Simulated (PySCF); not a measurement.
Compound: C₄H₈Ge₂O.
Numbering: `[GeH3:1][O:2][C:3]1=[CH:4][GeH2:5][CH:6]=[CH:7]1` (hydrogens: H8, H9, H10 on Ge1; H11 on C4; H12, H13 on Ge5; H14 on C6; H15 on C7)

Computed by this run: PBE0-D3(BJ)/def2-SVP geometry optimisation, gas phase (PySCF); density fitting, grid level 1; the optimiser is geomeTRIC in internal coordinates, started from a GFN2-xTB structure with every atom displaced at random (about 0.01 Å).

Step 0: E = -119320.5618 eV
```
atom  x, y, z in Å  |  force x, y, z in eV/Å
Ge1     2.4638   -0.0757   -0.3850   -0.596   1.105   0.263
O2      1.1501   -1.2114   -0.0886   -1.203  -1.027   0.257
C3     -0.1891   -0.9591   -0.0319    2.529  -0.460  -0.024
C4     -0.7370    0.2344   -0.1855   -2.468   0.330   0.051
Ge5    -2.6802   -0.0218    0.0022    1.000  -0.053  -0.021
C6     -2.3436   -1.9085    0.3094    0.035  -0.295   0.036
C7     -1.0144   -2.1227    0.2425   -1.146  -0.124   0.033
H8      3.6299   -0.9613   -0.3318    1.134  -0.709   0.038
H9      2.4412    0.9970    0.7132    0.068   0.037   0.085
H10     2.2441    0.5749   -1.7275   -0.022   0.231  -0.549
H11    -0.2094    1.1259   -0.3695    0.816   1.260  -0.283
H12    -3.3053    0.7024    1.1760   -0.151   0.184   0.430
H13    -3.5243    0.3071   -1.2149   -0.153   0.003  -0.399
H14    -3.0536   -2.7076    0.5125   -0.085  -0.125   0.015
H15    -0.5431   -3.0883    0.3694    0.243  -0.358   0.067
```

Step 1: E = -119320.7610 eV
```
atom  x, y, z in Å  |  force x, y, z in eV/Å
Ge1     2.4378   -0.0520   -0.3790   -0.034  -0.474   0.011
O2      1.1323   -1.3137   -0.1023    0.759   0.535  -0.113
C3     -0.1571   -0.9769   -0.0463   -0.483  -0.183  -0.051
C4     -0.7449    0.2346   -0.2191    0.308   0.278   0.096
Ge5    -2.6412   -0.0069    0.0293   -0.157   0.015  -0.080
C6     -2.3702   -1.9164    0.3257   -0.047   0.054  -0.005
C7     -1.0507   -2.1389    0.2305    0.122  -0.011   0.059
H8      3.7441   -0.8889   -0.2886   -0.350   0.194  -0.034
H9      2.3421    0.9960    0.7452   -0.025  -0.045  -0.058
H10     2.2357    0.5762   -1.7781   -0.006  -0.086   0.176
H11    -0.1890    1.1643   -0.4116   -0.150  -0.258   0.019
H12    -3.2621    0.7372    1.2379    0.079  -0.062  -0.106
H13    -3.4909    0.2977   -1.2285    0.038  -0.007   0.102
H14    -3.0912   -2.7119    0.5240   -0.006   0.020   0.006
H15    -0.5656   -3.1152    0.3516   -0.047   0.031  -0.023
```

Q: Estimate the geometry and energy of step 2. (The exact step hangs on the optimiser's Hessian estimate; all steps are aligned on step 1, rigid shifts and turns removed.)

A: E = -119320.7753 eV, largest force 0.273 eV/Å
```
atom  x, y, z in Å  |  force x, y, z in eV/Å
Ge1     2.4033   -0.0315   -0.3821   -0.073  -0.223   0.044
O2      1.1519   -1.3167   -0.1004    0.210  -0.085   0.029
C3     -0.1525   -1.0176   -0.0359    0.147   0.176  -0.087
C4     -0.7031    0.2109   -0.2015   -0.253  -0.021   0.099
Ge5    -2.6072    0.0007    0.0171   -0.007   0.026  -0.042
C6     -2.3700   -1.9101    0.3249   -0.033  -0.082   0.000
C7     -1.0551   -2.1708    0.2414    0.115   0.218  -0.044
H8      3.7125   -0.8237   -0.3128   -0.014   0.012  -0.005
H9      2.2814    1.0070    0.7418    0.006   0.025   0.005
H10     2.1581    0.5846   -1.7663   -0.002   0.024  -0.014
H11    -0.1282    1.1205   -0.3904   -0.039  -0.064  -0.018
H12    -3.2177    0.7546    1.2135   -0.004  -0.005   0.017
H13    -3.4395    0.3210   -1.2401   -0.011  -0.012   0.007
H14    -3.1118   -2.6864    0.5213   -0.017   0.000   0.005
H15    -0.5931   -3.1570    0.3601   -0.025   0.012   0.005
```

The energy changes by -0.0143 eV. The first-order estimate −F·Δx gives -0.0500 eV and the mean of the old and new forces, exact on a quadratic surface, -0.0145 eV. The step makes an angle of 80° with the force vector and moves no atom by more than 0.079 Å.

What follows is the cost of the whole optimisation. Hardware: an Arm Neoverse V2 with one thread, no GPU, shared host with 96 logical CPUs at a one-minute load of 68. Cost: 2.1 min, 0.79 GiB resident at most.
